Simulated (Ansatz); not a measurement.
Consider the formal exchange of groups at a Ge–Al bond: `C[S][AlH][GeH3]` + `C=C(O)F` → `O/C(F)=[CH]\[GeH3]` + `C[S][AlH2]`.

Calculated with Ansatz (gas phase, PBE0-D4/def2-TZVP geometries, no zero-point term in ΔE). CCSD(T)/CBS adds triple-zeta CCSD(T) − MP2 to the extrapolated MP2 energy (def2 sets, frozen cores). For Ge outer-core shells are correlated without core-valence functions, which leaves a few kJ/mol of doubt a bond. Scalar relativity is left out up to krypton. Each species was taken in one conformer, which may not be the lowest.

```json
{"species": "`C[S][AlH][GeH3]`", "MP2/def2-QZVPP energy (Eh)": "-2757.88420"}
{"species": "`C=C(O)F`", "MP2/def2-QZVPP energy (Eh)": "-252.74638"}
{"species": "`O/C(F)=[CH]\\[GeH3]`", "MP2/def2-QZVPP energy (Eh)": "-2329.83898"}
{"species": "`C[S][AlH2]`", "MP2/def2-QZVPP energy (Eh)": "-680.78015"}
```

Problem. Work out ΔE.

Solution. ΔE = (-2329.83898) + (-680.78015) − (-2757.88420) − (-252.74638) = 0.01145 Eh = +7.2 kcal/mol. CCSD(T)/CBS gives +9.0 kcal/mol.

Largest T1 diagnostic among the species: 0.012.
